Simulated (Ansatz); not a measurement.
`F[C]1(Cl)[CH2][GaH]1` at its PBE0-D4/def2-TZVP geometry, where that method's forces vanish. Charge 0, multiplicity 1.

```xyz
8

F     1.1832    1.6655   -0.2729
C     0.3919    0.6909    0.2284
Cl    0.7214    0.4825    1.9822
C     0.4206   -0.6643   -0.4610
Ga   -1.3946   -0.0566   -0.0073
H     0.5566   -0.5297   -1.5381
H     1.0431   -1.4632   -0.0634
H    -2.9223   -0.1250    0.1322
```

(1) What forces (eV/Å) does ωB97M-V/def2-TZVPP give on these atoms in Ansatz 0.2.0? (An estimate is asked.)

Answers

(1) Ansatz gave: 
```
F1   0.172  0.183 -0.094
C2  -0.288 -0.091  0.033
Cl3  0.048 -0.016  0.103
C4   0.011 -0.170 -0.105
Ga5 -0.080 -0.014  0.011
H6   0.001  0.005  0.087
H7  -0.054  0.087 -0.015
H8   0.190  0.017 -0.019
```
